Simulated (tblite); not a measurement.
C6H10As (doublet state).
Numbering: `[CH2:1]1[CH2:2][C:3]1[CH:4]1[CH2:5][AsH:6][CH2:7]1` (hydrogens: H8, H9 on C1; H10, H11 on C2; H12 on C4; H13, H14 on C5; H15 on As6; H16, H17 on C7)

Computed with GFN2-xTB (tblite), gas phase: L-BFGS steps from a force-field or distance-geometry start until the largest atomic force falls under 0.01 eV/Å.

Step 43: E = -548.8250 eV
```
atom  x, y, z in Å  |  force x, y, z in eV/Å
C1      1.9810    0.4642   -0.6735    0.000  -0.022   0.007
C2      1.7254    1.0624    0.7017   -0.009  -0.016  -0.011
C3      0.6407    0.4617   -0.0806   -0.028   0.003  -0.007
C4     -0.3106   -0.6203    0.2098   -0.027  -0.008  -0.007
C5     -1.0866   -1.0707   -1.0502    0.076   0.004   0.030
As6    -2.8357   -0.4409   -0.3346   -0.024   0.085  -0.026
C7     -1.4823   -0.1420    1.0979    0.073   0.003   0.001
H8      2.5180   -0.4740   -0.7676    0.048  -0.008   0.018
H9      2.2146    1.1635   -1.4651   -0.015  -0.016  -0.035
H10     2.0819    0.5554    1.5923    0.042  -0.019   0.003
H11     1.7977    2.1393    0.7739   -0.032   0.016   0.037
H12     0.2234   -1.4723    0.6750   -0.019   0.114  -0.049
H13    -0.7476   -0.5626   -1.9516   -0.002  -0.004  -0.038
H14    -1.0331   -2.1462   -1.2246   -0.038  -0.019   0.060
H15    -2.7053    0.9546   -0.9173    0.011  -0.075   0.042
H16    -1.3637    0.8927    1.4146   -0.030   0.044   0.020
H17    -1.6248   -0.7529    1.9902   -0.026  -0.082  -0.045
```

Step 44: E = -548.8269 eV
```
atom  x, y, z in Å  |  force x, y, z in eV/Å
C1      1.9729    0.4676   -0.6764    0.021  -0.014   0.011
C2      1.7182    1.0662    0.6992    0.007  -0.012  -0.008
C3      0.6358    0.4571   -0.0786   -0.041   0.016  -0.018
C4     -0.3086   -0.6294    0.2141   -0.038  -0.006  -0.011
C5     -1.0833   -1.0771   -1.0481    0.037   0.004   0.037
As6    -2.8260   -0.4165   -0.3429   -0.031   0.112  -0.043
C7     -1.4790   -0.1476    1.1026    0.036  -0.011  -0.021
H8      2.5153   -0.4659   -0.7768    0.058  -0.032   0.033
H9      2.2019    1.1708   -1.4650   -0.020  -0.002  -0.063
H10     2.0799    0.5685    1.5920    0.050  -0.048   0.011
H11     1.7872    2.1432    0.7655   -0.044   0.040   0.038
H12     0.2283   -1.4798    0.6780   -0.014   0.109  -0.042
H13    -0.7316   -0.5821   -1.9529   -0.005  -0.019  -0.012
H14    -1.0540   -2.1558   -1.2144   -0.015   0.011   0.073
H15    -2.6710    0.9802   -0.9227    0.021  -0.100   0.057
H16    -1.3507    0.8828    1.4321   -0.029   0.009   0.026
H17    -1.6425   -0.7703    1.9843    0.006  -0.055  -0.068
```

Step 45: E = -548.8289 eV
```
atom  x, y, z in Å  |  force x, y, z in eV/Å
C1      1.9653    0.4703   -0.6791    0.040   0.001   0.009
C2      1.7111    1.0694    0.6967    0.026  -0.002   0.000
C3      0.6304    0.4549   -0.0779   -0.036   0.030  -0.029
C4     -0.3069   -0.6362    0.2174   -0.039   0.015  -0.019
C5     -1.0791   -1.0828   -1.0459   -0.032   0.006   0.027
As6    -2.8165   -0.3934   -0.3504   -0.028   0.097  -0.045
C7     -1.4750   -0.1525    1.1069   -0.029  -0.017  -0.041
H8      2.5120   -0.4596   -0.7843    0.060  -0.047   0.048
H9      2.1910    1.1762   -1.4657   -0.024   0.007  -0.079
H10     2.0770    0.5787    1.5914    0.051  -0.070   0.011
H11     1.7777    2.1466    0.7596   -0.050   0.053   0.035
H12     0.2345   -1.4827    0.6796    0.003   0.075  -0.022
H13    -0.7180   -0.6006   -1.9550   -0.004  -0.037   0.019
H14    -1.0732   -2.1640   -1.2032    0.011   0.037   0.082
H15    -2.6382    1.0012   -0.9261    0.033  -0.087   0.055
H16    -1.3407    0.8741    1.4490   -0.022  -0.037   0.031
H17    -1.6583   -0.7877    1.9770    0.040  -0.024  -0.085
```

Step 46: E = -548.8316 eV
```
atom  x, y, z in Å  |  force x, y, z in eV/Å
C1      1.9559    0.4733   -0.6825    0.056   0.020   0.002
C2      1.7018    1.0730    0.6936    0.045   0.014   0.010
C3      0.6222    0.4553   -0.0793   -0.009   0.040  -0.034
C4     -0.3052   -0.6423    0.2204   -0.031   0.056  -0.029
C5     -1.0744   -1.0893   -1.0426   -0.120   0.012   0.002
As6    -2.8059   -0.3659   -0.3593   -0.013   0.044  -0.032
C7     -1.4703   -0.1583    1.1112   -0.112  -0.011  -0.056
H8      2.5059   -0.4545   -0.7910    0.053  -0.048   0.060
H9      2.1793    1.1810   -1.4682   -0.025   0.009  -0.082
H10     2.0708    0.5868    1.5897    0.045  -0.082   0.002
H11     1.7664    2.1505    0.7550   -0.051   0.052   0.027
H12     0.2442   -1.4817    0.6805    0.025   0.023   0.007
H13    -0.7037   -0.6219   -1.9568   -0.003  -0.059   0.053
H14    -1.0930   -2.1725   -1.1885    0.035   0.057   0.088
H15    -2.5961    1.0227   -0.9278    0.048  -0.041   0.039
H16    -1.3310    0.8638    1.4684   -0.012  -0.092   0.036
H17    -1.6740   -0.8080    1.9672    0.070   0.007  -0.095
```

Task: Estimate the geometry and energy of step 47. (The exact step hangs on the optimiser's Hessian estimate; all steps are aligned on step 46, rigid shifts and turns removed.)

Result: E = -548.8361 eV, largest force 0.222 eV/Å
```
atom  x, y, z in Å  |  force x, y, z in eV/Å
C1      1.9407    0.4784   -0.6881    0.067   0.046  -0.009
C2      1.6863    1.0788    0.6882    0.065   0.035   0.019
C3      0.6071    0.4602   -0.0842    0.035   0.036  -0.030
C4     -0.3031   -0.6495    0.2240   -0.013   0.112  -0.042
C5     -1.0689   -1.0996   -1.0366   -0.218   0.017  -0.041
As6    -2.7898   -0.3230   -0.3735    0.023  -0.041  -0.005
C7     -1.4647   -0.1683    1.1168   -0.208   0.002  -0.060
H8      2.4918   -0.4490   -0.7989    0.040  -0.034   0.070
H9      2.1626    1.1872   -1.4736   -0.023   0.004  -0.074
H10     2.0565    0.5946    1.5856    0.034  -0.082  -0.015
H11     1.7494    2.1569    0.7498   -0.045   0.038   0.017
H12     0.2632   -1.4761    0.6815    0.042  -0.035   0.038
H13    -0.6831   -0.6551   -1.9576   -0.008  -0.092   0.093
H14    -1.1198   -2.1850   -1.1639    0.052   0.084   0.093
H15    -2.5239    1.0549   -0.9283    0.064   0.025   0.014
H16    -1.3171    0.8458    1.4981   -0.006  -0.162   0.040
H17    -1.6942   -0.8392    1.9510    0.098   0.046  -0.108
```

The energy changes by -0.0045 eV. The first-order estimate −F·Δx gives -0.0058 eV and the mean of the old and new forces, exact on a quadratic surface, -0.0045 eV. The step makes an angle of 83° with the force vector and moves no atom by more than 0.079 Å.

What follows is the cost of the whole relaxation. Hardware: Arm Neoverse V2, one thread, shared host with 96 logical CPUs at a one-minute load of 60. Cost: 0.37 s wall.
